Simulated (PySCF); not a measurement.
# Deuteron quadrupole couplings in `C1=NCC[C@H](C2CCC2)C1`

Compound: C₉H₁₅N.
Numbering: `[CH:1]1=[N:2][CH2:3][CH2:4][C@H:5]([CH:6]2[CH2:7][CH2:8][CH2:9]2)[CH2:10]1` (hydrogens: H11 on C1; H12, H13 on C3; H14, H15 on C4; H16 on C5; H17 on C6; H18, H19 on C7; H20, H21 on C8; H22, H23 on C9; H24, H25 on C10)

Geometry (GFN2-xTB, Å), atoms numbered from 1 in this order:
```xyz
25
C9H15N angstrom
C      2.2658   -0.3936   -1.1236
N      2.7566   -0.3705    0.0310
C      2.1379    0.3932    1.0787
C      1.0631    1.3837    0.6238
C      0.1550    0.7566   -0.4391
C     -0.6307   -0.4316    0.1081
C     -1.6376   -0.1488    1.2387
C     -2.6909   -0.9738    0.4857
C     -1.7908   -0.9598   -0.7583
C      1.0362    0.3175   -1.6124
H      2.7986   -0.9905   -1.8579
H      2.9451    0.9175    1.6004
H      1.7228   -0.3298    1.7888
H      0.4782    1.7079    1.4853
H      1.5479    2.2631    0.1926
H     -0.5625    1.5123   -0.7820
H      0.0565   -1.2368    0.3724
H     -1.9023    0.9054    1.3030
H     -1.3645   -0.5061    2.2295
H     -3.6702   -0.5131    0.3740
H     -2.8179   -1.9716    0.9003
H     -1.6315   -1.9205   -1.2440
H     -2.1176   -0.2365   -1.5039
H      1.3590    1.1877   -2.1935
H      0.4828   -0.3376   -2.2882
```

Level: PBE0/pcSseg-1 (PySCF, non-relativistic); Q(2H) = 0.00286 b; rigid geometry, the same for H and D, with no vibrational averaging.

Problem. Rank these positions by the coupling χzz of a deuteron there, largest first.
A. H15 (methylene hydrogen)
B. H13 (methylene hydrogen)
C. H23 (methylene hydrogen)

Solution. C (210 kHz), A (204 kHz), B (199 kHz).

Problem. Tabulate Vzz, the asymmetry η and χzz = 234.96 MHz × Q × Vzz for every hydrogen position.

Solution. 
```tsv
atom	bonded to	bond length (Å)	Vzz (au)	η	χzz (kHz)
H11	C1	1.086	0.3138	0.04	211
H12	C3	1.095	0.2967	0.03	199
H13	C3	1.095	0.2966	0.04	199
H14	C4	1.091	0.3078	0.01	207
H15	C4	1.093	0.3032	0.01	204
H16	C5	1.097	0.2936	0.01	197
H17	C6	1.091	0.3029	0.03	204
H18	C7	1.089	0.3125	0.01	210
H19	C7	1.088	0.3154	0.00	212
H20	C8	1.088	0.3151	0.00	212
H21	C8	1.088	0.3139	0.01	211
H22	C9	1.088	0.3150	0.00	212
H23	C9	1.089	0.3120	0.01	210
H24	C10	1.095	0.3012	0.02	202
H25	C10	1.092	0.3040	0.02	204
```

Problem. How does χzz go with the bond length over the 15 C–H bonds?

Solution. A straight-line fit has a slope of -14.7 kHz for each 0.01 Å, with a correlation coefficient of -0.96, over lengths from 1.086 to 1.097 Å. The longer bonds have the smaller couplings here.

One conformer (not necessarily the lowest) at the GFN2-xTB geometry, without solvent, vibrations or thermal averaging. GFN2-xTB bond lengths can be off by several hundredths of an ångström, more for odd bonds, and the gradients follow them. A larger basis could move these couplings by a tenth or more.
